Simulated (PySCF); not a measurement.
## Radial density of Ho (holmium, neutral)

UHF, [Xe] 4f12 6s1, one real determinant (an excited configuration). Computed with PySCF 2.14 in x2c-TZVPPall, with the spin-free X2C one-electron Hamiltonian (Gaussian nucleus).

| r (bohr) | 4πr²ρ (e/bohr) | 4πr²(ρα − ρβ) |
| --- | --- | --- |
| 0.0249 | 79.39 | 0.0015 |
| 0.0419 | 97.41 | 0.0038 |
| 0.0706 | 118.1 | 0.0009 |
| 0.119 | 90.17 | 0.0352 |
| 0.200 | 103.3 | 0.4217 |
| 0.336 | 47.73 | 1.7414 |
| 0.565 | 53.78 | 2.5809 |
| 0.950 | 18.29 | 1.4231 |
| 1.60 | 7.548 | 0.2492 |
| 2.69 | 1.159 | 0.1124 |
| 4.52 | 0.2367 | 0.2270 |
| 7.60 | 0.07326 | 0.0730 |
| 12.8 | 0.0004140 | 0.0004 |

Densities and radii are taken from the X2C orbitals without a picture-change correction, which distorts them close to the nucleus.

⟨L²⟩ = 24.10 against 30 for a pure H term, so this real determinant mixes terms. Spin-orbit coupling, absent here, splits the open shell strongly.
